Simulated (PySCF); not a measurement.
# A small calculation by hand: entropy of an ideal gas

CaO2, SMILES [O]1[O][Ca]1.

Geometry: PBE0-D3(BJ)/def2-TZVP.

PBE0-D3(BJ)/def2-TZVP in PySCF 2.14.0 gives the harmonic wavenumbers 531, 648, 867 cm⁻¹ and the rotational temperatures 1.3754, 0.4117, 0.3168 K. The molar mass is 72.08 g/mol, the symmetry number 2, the spin multiplicity 1.

Task: Work out the entropy at 298.15 K and 1 atm in the rigid-rotor, harmonic-oscillator model.

Result: 
Translation (Sackur–Tetrode at 1 atm): S = R[1.5 ln M + 2.5 ln T − 1.16487] = 162.1 J/(mol K).
Rotation: q = (√π/σ) T^1.5/√(θA θB θC) = 10800, S = R[ln q + 3/2] = 89.7 J/(mol K).
Vibration: with u = 1.4388 ν/T, each mode gives R[u/(e^u − 1) − ln(1 − e^−u)]:
| ν (cm⁻¹) | modes | u | S (J/(mol K)) |
|---|---|---|---|
| 531 | 1 | 2.56 | 2.45 |
| 648 | 1 | 3.13 | 1.57 |
| 867 | 1 | 4.18 | 0.67 |
These are all the modes. Sum 4.7 J/(mol K).
Spin: R ln 1 = 0.0 J/(mol K).
Total 256.4 J/(mol K); the program's own thermochemistry gives 256.4. Translation makes up 63 % and vibration 2 %. Anharmonicity, hindered rotation and orbital degeneracy are left out.
